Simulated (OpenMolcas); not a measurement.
## I II: effect of the level shift or regulariser

```yaml
Program: OpenMolcas
Basis: ANO-R2 [7s6p4d2f1g]
Scalar_Hamiltonian: X2C, finite nucleus
Active_space: 4 electrons in 3 orbitals (5p)
State_averaging: 2S+1 = 3 even, 3 roots; 2S+1 = 1 even, 6 roots
Spin-orbit_coupling: RASSI with atomic mean-field integrals over the reference wave functions, term energies averaged over their components
```

Methods on the same reference wave functions:
A. CASSCF
B. SS-CASPT2, IPEA 0.25 Eh, imaginary shift 0.1 Eh (closed shells correlated: 4d 5s)
C. SS-CASPT2, IPEA 0.25 Eh, real shift 0.2 Eh (closed shells correlated: 4d 5s)

Energies in cm-1 above 5s2 5p4 3P2, the measured ground level; measured values from NIST Handbook of Basic Atomic Spectroscopic Data.

```json
{"Level": "5s2 5p4 3P2", "A": "0.0", "B": "0.0", "C": "0.0", "Measured": "0.0"}
{"Level": "5s2 5p4 3P1", "A": "6178", "B": "6330", "C": "6320", "Measured": "7087"}
{"Level": "5s2 5p4 3P0", "A": "6531", "B": "6240", "C": "6240", "Measured": "6448"}
{"Level": "5s2 5p4 1D2", "A": "15451", "B": "13630", "C": "13660", "Measured": "13727"}
{"Level": "5s2 5p4 1S0", "A": "33080", "B": "29270", "C": "29320", "Measured": "29501"}
```

Deviations, from unrounded energies. A percentage is the sum of absolute deviations over the sum of measured energies, with the sign that they share, or ± where signs differ.

| Against measurement | Levels | A | B | C |
| --- | --- | --- | --- | --- |
| mean absolute deviation (cm-1) | 4 | 1600 | 320 | 300 |
| fine structure of the ground term (%) | 2 | ±7.3 | -7.2 | -7.2 |
| other terms of the ground configuration (%) | 2 | +12.3 | -0.8 | -0.6 |

C lies closest to measurement on these levels and A furthest from it. The largest miss of C in the table is 5s2 5p4 3P1, by -760 cm-1. The ranking rests on the paired levels alone, and a cruder setting can come out closer through cancelling errors.

Between B and C the level of the table that moves most is 5s2 5p4 1S0, by 56 cm-1 (lowest in B, highest in C). Moves below CASPT2's spread within the term are not significant.

The mean deviations of B to C differ by less than CASPT2's widest spread within a term (150 cm-1), so their order carries little weight.

From A to B the spin-free energies of the other terms of 5s2 5p4 shown, above 3P, scale by factors of 0.81 to 0.84.

The lowest spin-free term lies below A's lowest term by 0.573 hartree in B, 0.572 hartree in C.

CASPT2 does not keep the components of a term degenerate, so their means are used; among the terms shown or strongly mixed into the levels shown the widest spread is 150 cm-1 (5s2 5p4 1D, B). With the s shell closed, the reference lacks s² → p² mixing. Measured partners are found by configuration, term and J. A level has none where our copy of the source lacks it or the pairing is in doubt (some pairs that miss far off the trend of their configuration count as doubtful), and it then counts in no deviation. Levels of configurations outside the active space are missing.
